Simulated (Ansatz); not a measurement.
Ge(vinyl)3(NEt2) (C10H19GeN). Total charge 0; triplet. Geometry PBE0-D4/def2-SVP, that of the neutral singlet; atoms count from 1.

```xyz
31

Ge    0.1801   -0.3746    0.6413
C     2.0209   -0.9903    0.6651
C     2.8712   -0.7054    1.6559
H     2.3646   -1.6091   -0.1739
H     2.5685   -0.0906    2.5119
H     3.9044   -1.0719    1.6629
C    -0.0291    1.0470    1.9611
C    -0.6325    0.8667    3.1403
H     0.3593    2.0441    1.7148
H    -1.0397   -0.1081    3.4348
H    -0.7511    1.6787    3.8678
C    -1.0427   -1.8167    1.0783
C    -0.6225   -2.9912    1.5594
H    -2.1219   -1.6526    0.9622
H     0.4427   -3.2059    1.7066
H    -1.3203   -3.7926    1.8286
N    -0.1697    0.2069   -1.0686
C     0.7584    1.1261   -1.6953
C     1.3117    0.6152   -3.0194
C    -1.5215    0.2096   -1.5836
C    -2.4058    1.3417   -1.0689
H     1.6038    1.3060   -1.0082
H     0.2948    2.1223   -1.8507
H     1.8528   -0.3317   -2.8709
H     0.5069    0.4281   -3.7473
H     2.0028    1.3457   -3.4695
H    -1.4845    0.2464   -2.6881
H    -1.9956   -0.7591   -1.3489
H    -2.5287    1.2806    0.0246
H    -1.9698    2.3275   -1.2960
H    -3.4075    1.3073   -1.5265
```

At PBE0-D4/def2-SVP a singlet of charge 0 lies 4.18 eV below the triplet at the same geometry.

**Question.** Estimate the Mulliken populations of the heavy atoms from the PBE0/def2-SVP orbitals of Ansatz.

**Answer.** 
```tsv
atom	charge (e)	spin (α − β)
Ge1	0.73	-0.05
C2	-0.26	0.02
C3	-0.06	0.00
C7	-0.29	1.01
C8	-0.09	1.09
C12	-0.26	0.01
C13	-0.07	0.00
N17	-0.55	0.09
C18	0.05	0.00
C19	-0.06	0.01
C20	0.06	-0.01
C21	-0.08	0.01
```
Mulliken values and Mayer orders depend strongly on the basis.

**Question.** Where does the spin sit?

**Answer.** Summed by element: Ge -0.05, C 2.12, H -0.16, N 0.09, of 2 unpaired in all. Largest on single atoms: C8 1.09, C7 1.01, N17 0.09.

**Question.** And the Mayer bond orders between bonded heavy atoms (over 0.3)?

**Answer.** Ge1–C2 0.92 (1.94 Å); Ge1–C7 0.99 (1.95 Å); Ge1–C12 0.94 (1.94 Å); Ge1–N17 0.95 (1.84 Å); C2–C3 1.97 (1.34 Å); C7–C8 0.96 (1.34 Å); C12–C13 1.99 (1.34 Å); N17–C18 0.98 (1.45 Å); N17–C20 1.00 (1.45 Å); C18–C19 1.09 (1.52 Å); C20–C21 1.08 (1.53 Å).
